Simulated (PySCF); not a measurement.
**Excitation energy of He+ by level of theory**

He+ 1s1 (2S) → He+ 2p1 (2P), as a difference of total energies. Computed with PySCF 2.14 in dyall-av3z (10s3p2d, 29 functions), with the spin-free X2C one-electron Hamiltonian (Gaussian nucleus). The calculations carry no spin-orbit coupling.

| method | excitation energy (eV) | error (eV) |
| --- | --- | --- |
| UHF | 41.374 | +0.560 |
| LDA | 39.597 | -1.217 |
| PBE | 40.436 | -0.378 |
| PBE0 | 40.662 | -0.152 |
| r2SCAN | 40.804 | -0.010 |
| M06-2X | 40.819 | +0.005 |
| r2SCANh | 40.861 | +0.047 |
| wB97X-V | 40.750 | -0.064 |
| revPBE | 40.511 | -0.303 |

Reference: 40.814 eV (measured; NIST levels, between the centres of gravity of the two terms).
